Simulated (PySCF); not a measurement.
C2H7S, charge +1. Atoms are numbered in the order given.

```xyz
10

C      0.0276     0.5224    -1.4362
S     -0.1047    -0.5928     0.0000
C      0.0276     0.5224     1.4362
H      0.8935     1.1883    -1.3308
H      0.1133    -0.1167    -2.3261
H     -0.9137     1.0878    -1.4744
H      1.1569    -1.1020     0.0000
H      0.8935     1.1883     1.3308
H      0.1133    -0.1167     2.3261
H     -0.9137     1.0878     1.4744
```
Charge +1, spin multiplicity 1.

Coordinates come from a B3LYP-D3(BJ)/def2-SVP optimisation. The isomer is the one that the SMILES or the coordinates give; other isomers of the formula were not compared.

These are TDDFT-LC-ωPBE/def2-SVPD run with PySCF values and carry that method's errors.

Vertical excitations. The molecule is in vacuum. State labels are in the subgroup Cs.

```csv
state,symmetry,energy (eV),λ (nm),f,main pairs
S1,A',8.41,147,0.036,HOMO→LUMO 84 %
S2,A",8.59,144,0.065,HOMO→LUMO+1 88 %
S3,A',9.50,131,0.025,HOMO→LUMO+2 81 %
S4,A",10.14,122,0.025,"HOMO−1→LUMO 51 %, HOMO−2→LUMO+1 28 %, HOMO−1→LUMO+2 9 %"
S5,A',10.53,118,0.016,HOMO−1→LUMO+1 72 %
S6,A",10.72,116,0.095,"HOMO−2→LUMO+1 45 %, HOMO−1→LUMO 35 %"
S7,A',10.72,116,0.004,"HOMO−2→LUMO 57 %, HOMO−1→LUMO+1 18 %, HOMO−2→LUMO+2 13 %"
S8,A",11.20,111,0.071,"HOMO−1→LUMO+2 40 %, HOMO−3→LUMO 20 %, HOMO−3→LUMO+2 11 %"
S9,A',11.23,110,0.017,HOMO→LUMO+3 61 %
S10,A',11.32,110,0.061,"HOMO−3→LUMO+1 28 %, HOMO−2→LUMO+2 25 %, HOMO−2→LUMO 23 %, HOMO→LUMO+3 9 %"
T1,A',7.07,175,0,"HOMO→LUMO 73 %, HOMO→LUMO+2 14 %"
T2,A",7.24,171,0,HOMO→LUMO+1 85 %
T3,A',8.73,142,0,"HOMO→LUMO+2 57 %, HOMO→LUMO 11 %"
T4,A',9.36,132,0,"HOMO−1→LUMO+1 52 %, HOMO→LUMO+2 13 %, HOMO−2→LUMO 9 %"
```
Triplets are in the Tamm–Dancoff approximation, which puts them higher than full response would, so one can lie above its singlet here.
